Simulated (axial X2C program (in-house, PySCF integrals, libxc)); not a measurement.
## Working with the constants of RbCa

A bond curve at the PBE0 level, with spin–orbit coupling, was computed with an in-house all-electron X2C program for linear molecules (integrals from PySCF) (basis Rb dyall-cv3z [12s13p8d4f1g], Ca dyall-cv3z [11s12p6d4f] (cores contracted in-house)) for the state Ω = 1/2 (⟨Sz⟩ = 0.50, ⟨Lz⟩ = 0.00 at PBE0). Its fit gives Re = 4.4208 Å, ωe = 60.9 cm⁻¹, ωexe = 0.464 cm⁻¹ and αe = 2.618e-04 cm⁻¹; the masses are 84.9118 and 39.9626 u. Two-component means X2C with spin–orbit coupling and atomic mean-field Coulomb and Gaunt terms.

Q: Find the reduced mass, Be and the force constant.

A: From the PBE0 values: μ = 27.1737 u. Be = 16.8576/(μ Re²) = 0.03174 cm⁻¹. k = 5.8918×10⁻⁷ μ ωe² = 0.0594 mdyn/Å.

Q: Estimate the centrifugal constant by the Kratzer relation.

A: D = 4Be³/ωe² = 3.45e-08 cm⁻¹.

Q: The dipole moment p changes by 0.21 D/Å at Re. What harmonic infrared intensity follows?

A: I = 42.256 × (dp/dR)²/μ = 0.069 km/mol.

Q: A Morse curve ties αe to the other constants (Pekeris). How well does that hold?

A: αe(Morse) = 6Be²/ωe × (√(ωexe/Be) − 1) = 2.803e-04 cm⁻¹; the PBE0 curve gives 2.618e-04 cm⁻¹, a ratio of 1.07.

Q: Where do the fundamental and the first overtone lie?

A: ν(1←0) = ωe − 2ωexe = 60.0 cm⁻¹; ν(2←0) = 2ωe − 6ωexe = 119.0 cm⁻¹.

The state is a single determinant with fixed occupations, the lowest that a limited PBE0 search found. Density functionals use the spin component along the axis (collinear). The levels of this run spread widely (ωe from 48 to 68 cm⁻¹), so these constants depend on the method. The bond is weak, and without diffuse functions and with truncated virtuals even CCSD(T) can be tens of per cent off in De.
